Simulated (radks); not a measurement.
Task: Ru I, configuration [Kr] 4d7 5s1. Method: Dirac Kohn-Sham, BLYP, spin-unpolarised, spherical densities, point nucleus; open shells fill j = l - 1/2 first; computed with a radial shooting solver on a logarithmic mesh with Libxc functionals.

Spin-orbit splittings of the eigenvalues, e(l+1/2) - e(l-1/2), with zeta = 2 splitting/(2l+1) and mean radii in bohr:

| shell | occ. | splitting (eV) | zeta (eV) | <r> j=l-1/2 | <r> j=l+1/2 |
|---|---|---|---|---|---|
| 2p | 6 | 131.0 | 87.33 | 0.1236 | 0.1284 |
| 3p | 6 | 22.22 | 14.82 | 0.3957 | 0.4064 |
| 3d | 10 | 4.330 | 1.732 | 0.3822 | 0.3857 |
| 4p | 6 | 3.404 | 2.269 | 1.107 | 1.138 |
| 4d | 7 | 0.3211 | 0.1284 | 1.695 | 1.725 |
| 5p | 0 | ? | ? | 5.227 | 5.460 |

Estimate the 5p splitting.

Result: 0.1013 eV (zeta = 0.06751 eV).
